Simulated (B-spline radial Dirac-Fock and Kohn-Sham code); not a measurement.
K-shell conversion coefficients of Ta against transition energy

Calculated with a radial B-spline solver, using a Dirac-Hartree-Slater potential of the neutral atom with a Latter tail (no hole, which puts coefficients of high multipoles low close above an edge), finite nucleus with surface currents. Subshells within 1 keV of threshold and pair formation are left out.

```tsv
energy (keV)	E3	M1	M2	M3	M4	M5
89.1	2.05	5.09	42.0	141	361	851
100	2.10	3.65	27.8	102	316	931
102	2.08	3.45	25.9	96.5	305	921
111	1.92	2.71	19.1	73.9	251	827
125	1.59	1.93	12.6	49.5	178	631
147	1.13	1.22	7.10	27.8	103	377
200	0.508	0.513	2.45	8.92	31.5	111
339	0.113	0.122	0.432	1.27	3.67	10.6
355	0.0991	0.108	0.373	1.07	3.04	8.62
392	0.0752	0.0826	0.274	0.755	2.04	5.53
433	0.0574	0.0636	0.202	0.532	1.38	3.56
449	0.0520	0.0578	0.181	0.469	1.20	3.04
500	0.0392	0.0437	0.131	0.324	0.788	1.91
540	0.0321	0.0358	0.104	0.250	0.587	1.37
579	0.0269	0.0299	0.0847	0.198	0.452	1.02
589	0.0258	0.0286	0.0806	0.188	0.424	0.954
752	0.0143	0.0154	0.0402	0.0855	0.175	0.355
1000	0.00750	0.00754	0.0185	0.0360	0.0666	0.121
1050	0.00674	0.00669	0.0163	0.0312	0.0568	0.101
1060	0.00661	0.00653	0.0159	0.0303	0.0551	0.0980
1360	0.00390	0.00354	0.00832	0.0150	0.0253	0.0416
2000	0.00179	0.00140	0.00319	0.00537	0.00833	0.0125
```

Q: How fast do they fall between 1060 and 2000 keV?

A: As powers of the energy: E3 E^-2.06, M1 E^-2.43, M2 E^-2.52, M3 E^-2.73, M4 E^-2.98, M5 E^-3.25. Within one type (E or M) the higher multipoles fall faster.
